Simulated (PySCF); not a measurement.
A geometry optimisation, step by step.

Species: C₅H₁₅N₃Si.
Numbering: `[CH2:1]=[CH:2][CH2:3][Si:4]([NH2:5])([NH2:6])[N:7]([CH3:8])[CH3:9]` (hydrogens: H10, H11 on C1; H12 on C2; H13, H14 on C3; H15, H16 on N5; H17, H18 on N6; H19, H20, H21 on C8; H22, H23, H24 on C9)

Computed by this run: PBE0-D3(BJ)/def2-SVP geometry optimisation, gas phase (PySCF 2.14.0); density fitting, grid level 1; the optimiser is geomeTRIC in internal coordinates, started from a GFN2-xTB structure with every atom displaced at random (about 0.01 Å). 6 of its 14 geometries are shown. The frame can shift and turn from step to step; on so coarse a grid that alone can change the energy by a few meV, and forces under 0.02 eV/Å are noise.

Step 0: E = -17754.8072 eV, largest atomic force 1.577 eV/Å
```
atom  x, y, z in Å  |  force x, y, z in eV/Å
C1      1.211   -2.459   -1.059   -0.797   0.968  -0.742
C2      1.807   -1.367   -0.603    0.442   0.455   0.286
C3      1.533    0.028   -1.053    0.161  -0.259   1.065
Si4     0.426    0.948    0.174   -1.017   0.242  -0.572
N5      1.177    0.873    1.711    0.039   0.114   0.951
N6      0.188    2.559   -0.432   -0.011  -0.514   0.002
N7     -1.216    0.337    0.267    0.256   0.078  -0.085
C8     -1.535   -0.830    1.032   -1.341   0.221  -0.413
C9     -2.184    0.575   -0.769    0.792  -0.672  -0.504
H10     0.448   -2.363   -1.834   -0.080  -0.082  -0.162
H11     1.386   -3.426   -0.682    0.406  -1.400   0.601
H12     2.557   -1.471    0.191    0.047  -0.045   0.057
H13     2.467    0.580   -1.135    0.470   0.312  -0.074
H14     1.068    0.028   -2.020   -0.553   0.085  -0.865
H15     1.600    0.001    2.002    0.122  -0.076   0.055
H16     0.715    1.313    2.518    0.252  -0.246  -0.546
H17    -0.464    3.157    0.047   -0.338   0.128   0.206
H18     1.019    3.083   -0.624    0.594   0.380  -0.238
H19    -1.558   -1.749    0.420    0.069  -0.185  -0.035
H20    -0.848   -0.963    1.838    0.806  -0.199   0.867
H21    -2.560   -0.723    1.473    0.387  -0.108  -0.062
H22    -1.896    1.442   -1.346    0.026   0.657  -0.234
H23    -2.220   -0.265   -1.507   -0.177   0.044   0.220
H24    -3.185    0.710   -0.365   -0.556   0.100   0.223
```

Step 3: E = -17754.9725 eV, largest atomic force 0.149 eV/Å
```
atom  x, y, z in Å  |  force x, y, z in eV/Å
C1      1.264   -2.360   -1.075    0.031   0.013  -0.001
C2      1.885   -1.281   -0.587   -0.099   0.014  -0.111
C3      1.580    0.126   -0.977    0.064   0.045   0.123
Si4     0.366    0.950    0.220    0.020   0.077   0.023
N5      1.066    0.790    1.803   -0.089  -0.079   0.023
N6      0.156    2.575   -0.341    0.006  -0.001   0.022
N7     -1.238    0.276    0.198    0.013  -0.033  -0.042
C8     -1.593   -0.857    1.013   -0.089   0.017  -0.056
C9     -2.133    0.502   -0.910    0.068  -0.057   0.005
H10     0.494   -2.274   -1.851    0.028   0.005   0.037
H11     1.510   -3.363   -0.726   -0.001  -0.092   0.035
H12     2.653   -1.424    0.186   -0.018   0.004  -0.028
H13     2.502    0.730   -1.031   -0.001   0.023   0.007
H14     1.103    0.166   -1.969   -0.014  -0.009  -0.031
H15     1.617   -0.039    2.002   -0.005   0.031   0.007
H16     0.509    1.036    2.617    0.083   0.013  -0.086
H17    -0.541    3.152    0.118   -0.010   0.003  -0.007
H18     0.987    3.122   -0.537    0.013   0.019  -0.013
H19    -1.593   -1.810    0.447   -0.016   0.000  -0.004
H20    -0.880   -0.965    1.840    0.037  -0.010   0.053
H21    -2.604   -0.734    1.449    0.015  -0.008   0.005
H22    -1.810    1.382   -1.483    0.007  -0.004  -0.006
H23    -2.180   -0.365   -1.603    0.001   0.025   0.017
H24    -3.166    0.686   -0.560   -0.046   0.006   0.027
```

Step 5: E = -17754.9792 eV, largest atomic force 0.069 eV/Å
```
atom  x, y, z in Å  |  force x, y, z in eV/Å
C1      1.276   -2.366   -1.062    0.007   0.016   0.020
C2      1.896   -1.273   -0.606   -0.016   0.001   0.004
C3      1.579    0.134   -0.981   -0.009   0.004  -0.011
Si4     0.364    0.944    0.224   -0.017   0.036   0.021
N5      1.070    0.764    1.796    0.023  -0.050  -0.006
N6      0.154    2.574   -0.323    0.001  -0.029   0.035
N7     -1.237    0.264    0.193   -0.032  -0.042  -0.045
C8     -1.627   -0.855    1.011    0.046   0.045  -0.009
C9     -2.124    0.496   -0.919    0.023   0.006   0.009
H10     0.481   -2.304   -1.813    0.003   0.015  -0.002
H11     1.544   -3.362   -0.701   -0.001  -0.028   0.003
H12     2.684   -1.407    0.148    0.006  -0.002  -0.007
H13     2.494    0.748   -1.032   -0.001  -0.001  -0.004
H14     1.094    0.181   -1.970    0.008  -0.007  -0.017
H15     1.631   -0.056    1.998   -0.004   0.003   0.005
H16     0.573    1.066    2.626   -0.016   0.021   0.008
H17    -0.552    3.147    0.127   -0.004   0.004  -0.008
H18     0.980    3.127   -0.526   -0.001   0.002   0.000
H19    -1.661   -1.807    0.444    0.002   0.004  -0.001
H20    -0.914   -0.985    1.837    0.011  -0.009   0.022
H21    -2.632   -0.701    1.450    0.000   0.005   0.008
H22    -1.784    1.366   -1.498   -0.009   0.002  -0.015
H23    -2.182   -0.375   -1.605   -0.004  -0.002  -0.005
H24    -3.155    0.700   -0.573   -0.015   0.006  -0.004
```

Step 8: E = -17754.9828 eV, largest atomic force 0.037 eV/Å
```
atom  x, y, z in Å  |  force x, y, z in eV/Å
C1      1.249   -2.350   -1.032    0.000  -0.015  -0.002
C2      1.901   -1.261   -0.611   -0.020   0.010  -0.020
C3      1.582    0.144   -0.994    0.014   0.016   0.014
Si4     0.369    0.941    0.222   -0.005  -0.031   0.001
N5      1.068    0.729    1.792    0.022   0.030  -0.002
N6      0.153    2.579   -0.288    0.014   0.019   0.008
N7     -1.228    0.251    0.170    0.006  -0.009  -0.005
C8     -1.628   -0.842    1.014   -0.015   0.003   0.007
C9     -2.105    0.472   -0.950    0.001  -0.005  -0.021
H10     0.431   -2.284   -1.757    0.006   0.016   0.015
H11     1.513   -3.347   -0.671    0.009  -0.020   0.006
H12     2.716   -1.394    0.114   -0.008   0.001  -0.002
H13     2.496    0.759   -1.052    0.000   0.005   0.003
H14     1.095    0.185   -1.982   -0.008  -0.004  -0.004
H15     1.624   -0.093    1.999   -0.017  -0.006   0.002
H16     0.604    1.073    2.625    0.000  -0.011  -0.010
H17    -0.575    3.137    0.146   -0.007  -0.005  -0.003
H18     0.970    3.147   -0.481    0.001   0.001   0.000
H19    -1.680   -1.806    0.468   -0.002   0.001  -0.003
H20    -0.913   -0.965    1.838    0.010  -0.002   0.010
H21    -2.629   -0.665    1.458    0.003  -0.001  -0.007
H22    -1.755    1.327   -1.546    0.003  -0.001   0.002
H23    -2.170   -0.411   -1.620    0.002   0.007   0.006
H24    -3.137    0.696   -0.617   -0.009   0.001   0.005
```

Step 10: E = -17754.9843 eV, largest atomic force 0.041 eV/Å
```
atom  x, y, z in Å  |  force x, y, z in eV/Å
C1      1.240   -2.341   -0.988   -0.012   0.017  -0.009
C2      1.913   -1.245   -0.622    0.009   0.004  -0.010
C3      1.580    0.155   -1.015    0.017  -0.025   0.024
Si4     0.375    0.936    0.218   -0.015  -0.018   0.015
N5      1.079    0.708    1.785    0.015   0.036  -0.012
N6      0.152    2.583   -0.255    0.005   0.006  -0.011
N7     -1.218    0.237    0.153    0.000   0.015  -0.002
C8     -1.642   -0.832    1.015   -0.002  -0.001  -0.011
C9     -2.082    0.454   -0.978    0.002  -0.006  -0.012
H10     0.386   -2.282   -1.671    0.003  -0.005   0.001
H11     1.519   -3.332   -0.624    0.004  -0.010   0.007
H12     2.760   -1.367    0.067    0.001   0.002  -0.001
H13     2.489    0.774   -1.092   -0.007   0.010   0.003
H14     1.077    0.182   -1.995   -0.011   0.002  -0.005
H15     1.606   -0.133    1.992   -0.018  -0.017   0.001
H16     0.621    1.065    2.615    0.007  -0.010  -0.001
H17    -0.597    3.121    0.167   -0.003  -0.002   0.001
H18     0.961    3.167   -0.433    0.002   0.001   0.003
H19    -1.704   -1.806    0.487   -0.001   0.000   0.000
H20    -0.934   -0.951    1.846    0.006  -0.001   0.011
H21    -2.643   -0.632    1.446    0.001  -0.001   0.000
H22    -1.715    1.297   -1.581    0.000  -0.001  -0.001
H23    -2.153   -0.437   -1.637    0.001   0.003   0.002
H24    -3.114    0.698   -0.658   -0.005  -0.001   0.005
```

Step 13: E = -17754.9855 eV, largest atomic force under 0.02 eV/Å
```
atom  x, y, z in Å  |  force x, y, z in eV/Å
C1      1.259   -2.339   -0.947    0.007  -0.002   0.003
C2      1.937   -1.231   -0.632    0.004   0.002   0.007
C3      1.570    0.159   -1.030   -0.010  -0.002  -0.008
Si4     0.374    0.931    0.216    0.005   0.012  -0.010
N5      1.090    0.693    1.776    0.002  -0.015   0.007
N6      0.157    2.586   -0.236   -0.008  -0.011  -0.004
N7     -1.219    0.235    0.142   -0.009   0.008   0.011
C8     -1.662   -0.815    1.019    0.005  -0.004  -0.003
C9     -2.069    0.441   -1.001    0.003  -0.002   0.006
H10     0.374   -2.303   -1.590   -0.002  -0.001  -0.003
H11     1.569   -3.321   -0.579   -0.004   0.006  -0.004
H12     2.817   -1.330    0.018    0.000   0.000   0.003
H13     2.463    0.797   -1.129    0.000   0.001  -0.003
H14     1.046    0.170   -2.001    0.006  -0.002   0.001
H15     1.543   -0.191    1.982   -0.001  -0.001  -0.001
H16     0.636    1.060    2.605    0.001   0.010   0.002
H17    -0.607    3.112    0.173    0.003   0.003   0.002
H18     0.964    3.178   -0.393    0.000   0.000   0.001
H19    -1.728   -1.797    0.509    0.002   0.000   0.001
H20    -0.964   -0.924    1.861   -0.005   0.001  -0.004
H21    -2.666   -0.598    1.436   -0.001   0.000   0.001
H22    -1.690    1.271   -1.614   -0.001   0.001   0.000
H23    -2.140   -0.460   -1.647    0.000  -0.002  -0.003
H24    -3.103    0.697   -0.696    0.003  -0.001  -0.003
```

**Question.** Summarise the path.

**Answer.** The energy falls by 0.1783 eV from step 0 to step 13; nine tenths of that is first reached at step 2. It falls at every step. The largest force goes from 1.577 to under 0.02 eV/Å. Among the bonds C1–H11 changes most, from 1.053 to 1.093 Å; the atoms move by 0.199 Å rms after alignment.

What follows is the cost of the whole optimisation. On one thread of an Arm Neoverse V1, shared host with 32 logical CPUs at a one-minute load of 12, this took 5.8 min and 0.92 GiB of memory at its peak.
